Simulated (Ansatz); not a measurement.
Total energies of CH$_{7}$BOSi, SMILES `B[SiH](C)O`.

```xyz
11

B    -1.505   -0.854    0.862
Si   -0.206    0.480    0.123
C     1.014   -0.319   -1.057
O     0.575    1.242    1.372
H    -1.693   -1.021    2.031
H    -2.150   -1.523    0.105
H    -0.994    1.484   -0.666
H     0.484   -0.795   -1.886
H     1.615   -1.080   -0.554
H     1.695    0.426   -1.477
H     1.165    1.962    1.148
```

Charge 0, multiplicity 1. Geometry: relaxed with PBE0-D4/def2-TZVP. It is one conformer, not always the lowest. Basis def2-TZVPP, Ansatz 0.2.0.

RPA on PBE orbitals: Hartree–Fock energy of these orbitals -430.47021 Eh, correlation -1.11044 Eh (frozen core).

```csv
functional,kind,energy without D4 (Eh),D4 term (kJ/mol)
LDA (SPW92),LDA,-429.55412,–
PBE,GGA,-431.62037,-18.5
revPBE,GGA,-431.85413,-56.1
BLYP,GGA,-431.90235,-40.5
r2SCAN,meta-GGA,-431.85427,-4.6
B97M-V,meta-GGA with VV10,-431.88014,–
PBE0,"global hybrid, 25 % exact exchange",-431.66994,-15.6
B3LYP,"global hybrid, 20 %",-431.99990,-29.7
r2SCANh,"meta-GGA hybrid, 10 %",-431.84714,-4.8
r2SCAN0,"meta-GGA hybrid, 25 %",-431.83731,-5.3
HSE06 (plane-wave form),screened hybrid,-431.65493,-14.5
BHLYP,"global hybrid, 50 %",-431.89266,-22.5
CAM-B3LYP,range-separated hybrid,-431.90513,-15.8
LC-ωPBE,long-range corrected hybrid,-431.78655,–
ωB97X-V,range-separated hybrid GGA with VV10,-431.87785,–
ωB97M-V,range-separated hybrid meta-GGA with VV10,-431.87174,–
B2PLYP,double hybrid,-431.72693,–
PBE-QIDH,double hybrid,-431.56805,–
```

B3LYP takes the VWN-RPA correlation (the form of Gaussian; ORCA's B3LYP/G). HSE06 is the plane-wave form, built on full-range PBE exchange. The double hybrids freeze the cores in their second-order part.

LC-ωPBE has ω = 0.4 bohr⁻¹.
